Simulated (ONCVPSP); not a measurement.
# u(r) = r·R(r): atom against pseudo-atom (phosphorus)

Columns: radius, all-electron u(r) and pseudo u(r) of the 2p shell (level -124.51 eV) of phosphorus in the configuration [He] 2s2 2p6 3s2 3p3; LDA (Perdew-Zunger), scalar-relativistic, ONCV scheme, ONCVPSP 4.0.1.

```json
{"r (bohr)": "0.047", "all-electron": "0.1694", "pseudo": "0.0546"}
{"r (bohr)": "0.095", "all-electron": "0.4913", "pseudo": "0.2118"}
{"r (bohr)": "0.142", "all-electron": "0.8014", "pseudo": "0.4404"}
{"r (bohr)": "0.190", "all-electron": "1.0546", "pseudo": "0.7128"}
{"r (bohr)": "0.237", "all-electron": "1.2269", "pseudo": "0.9778"}
{"r (bohr)": "0.285", "all-electron": "1.3314", "pseudo": "1.2108"}
{"r (bohr)": "0.332", "all-electron": "1.3748", "pseudo": "1.3758"}
{"r (bohr)": "0.380", "all-electron": "1.3735", "pseudo": "1.4688"}
{"r (bohr)": "0.427", "all-electron": "1.3391", "pseudo": "1.4869"}
{"r (bohr)": "0.475", "all-electron": "1.2806", "pseudo": "1.4428"}
{"r (bohr)": "0.522", "all-electron": "1.2084", "pseudo": "1.3560"}
{"r (bohr)": "0.570", "all-electron": "1.1259", "pseudo": "1.2422"}
{"r (bohr)": "0.617", "all-electron": "1.0409", "pseudo": "1.1222"}
{"r (bohr)": "0.665", "all-electron": "0.9534", "pseudo": "1.0029"}
{"r (bohr)": "0.712", "all-electron": "0.8694", "pseudo": "0.8958"}
{"r (bohr)": "0.760", "all-electron": "0.7869", "pseudo": "0.7984"}
{"r (bohr)": "0.807", "all-electron": "0.7105", "pseudo": "0.7145"}
{"r (bohr)": "0.855", "all-electron": "0.6376", "pseudo": "0.6383"}
{"r (bohr)": "0.902", "all-electron": "0.5716", "pseudo": "0.5715"}
{"r (bohr)": "0.950", "all-electron": "0.5097", "pseudo": "0.5095"}
{"r (bohr)": "0.997", "all-electron": "0.4544", "pseudo": "0.4543"}
{"r (bohr)": "1.045", "all-electron": "0.4032", "pseudo": "0.4031"}
{"r (bohr)": "1.092", "all-electron": "0.3580", "pseudo": "0.3580"}
{"r (bohr)": "1.140", "all-electron": "0.3165", "pseudo": "0.3164"}
{"r (bohr)": "1.187", "all-electron": "0.2801", "pseudo": "0.2800"}
{"r (bohr)": "1.235", "all-electron": "0.2469", "pseudo": "0.2468"}
```

Problem. How many radial nodes do the two functions have?

Solution. The all-electron 2p function has n − l − 1 = 0; the pseudo-wave has 0.

Problem. At about which radius was the pseudo-wave matched?

Solution. 0.95 bohr, where the columns begin to agree (steps of 0.05 bohr).

Problem. Where does each function peak?

Solution. Outermost all-electron maximum near 0.33 bohr, pseudo maximum near 0.43 bohr (to the table’s step).

Problem. Is the pseudo-wave norm-conserving?

Solution. Yes: the ONCV scheme keeps the norm inside the radius equal to the all-electron one, which fixes the energy derivative of the logarithmic derivative at the level.
